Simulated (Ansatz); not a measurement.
Isolated molecules relaxed with PBE0-D4/def2-TZVP in Ansatz; ΔE leaves out vibrations. CBS: MP2 limit from def2 TZ/QZ plus the TZ coupled-cluster correction, frozen cores. This one scheme is used for every species. One conformer a species, not always the lowest.

Reaction (formal exchange of groups at the Si–H bond): `OCN[SiH3]` + `OCC#CF` → `OCN[SiH2]F` + `C#CCO`

`OCN[SiH3]`:

Cartesian coordinates in Å:
```
O 2.253 -0.353 -0.098
C 0.922 -0.794 -0.190
N 0.014 0.261 -0.528
Si -1.460 0.584 0.298
H 2.261 0.407 0.493
H 0.943 -1.588 -0.943
H 0.584 -1.238 0.758
H 0.153 0.631 -1.456
H -1.189 0.529 1.759
H -2.567 -0.376 0.017
H -1.915 1.937 -0.111
```

`OCC#CF`:

Cartesian coordinates in Å:
```
O 0.130 -1.721 -0.141
C 0.555 -0.506 0.435
C -0.071 0.672 -0.161
C -0.614 1.619 -0.647
F -1.184 2.631 -1.168
H -0.830 -1.742 -0.121
H 0.377 -0.493 1.518
H 1.636 -0.461 0.285
```

`OCN[SiH2]F`:

```xyz
11

O    -1.551   -0.656    1.290
C    -1.013    0.461    0.627
N    -0.347    0.146   -0.606
Si    1.332   -0.058   -0.780
F     1.874   -1.432   -0.149
H    -0.835   -1.273    1.469
H    -1.866    1.119    0.445
H    -0.299    0.998    1.265
H    -0.965   -0.226   -1.312
H     2.019    1.013   -0.025
H     1.650   -0.093   -2.224
```

`C#CCO`:

```xyz
8

C    -0.416   -0.202    1.814
C    -0.240    0.092    0.664
C    -0.027    0.404   -0.745
O     1.056   -0.297   -1.316
H    -0.567   -0.452    2.837
H    -0.960    0.217   -1.294
H     0.203    1.467   -0.855
H     0.952   -1.229   -1.105
```

```tsv
species	MP2/def2-SVP energy (Eh)
`OCN[SiH3]`	-460.57255
`OCC#CF`	-290.06278
`OCN[SiH2]F`	-559.59962
`C#CCO`	-191.14117
```

Q: Work out ΔE.

A: ΔE = (-559.59962) + (-191.14117) − (-460.57255) − (-290.06278) = -0.10546 Eh = -276.9 kJ/mol. CCSD(T)/CBS gives -307.9 kJ/mol.

Q: What do rigid-rotor, harmonic-oscillator terms from PBE0-D4/def2-TZVP frequencies (298.15 K, 1 bar) make of the CCSD(T)/CBS value? (Best estimate.)

A: Computed: ΔZPE = +6.8 kJ/mol, ΔH = -302.0 kJ/mol, ΔS = -8 J/(mol·K), ΔG = -299.7 kJ/mol.

Largest T1 diagnostic among the species: 0.012.

At CCSD(T), def2-SVP lies +40.3 kJ/mol from the extrapolated value and def2-TZVPP +6.9 kJ/mol. From BLYP to BHLYP (50 % exact exchange), in def2-TZVPP and without D4, ΔE moves by −16.2 kJ/mol. Leaving LDA and LC-ωPBE aside and taking each functional with its dispersion term where it has one, the values, not all of them listed here, spread over 28.1 kJ/mol, from BHLYP-D4 to revPBE-D4. LDA lies +5.0 kJ/mol from PBE without D4.
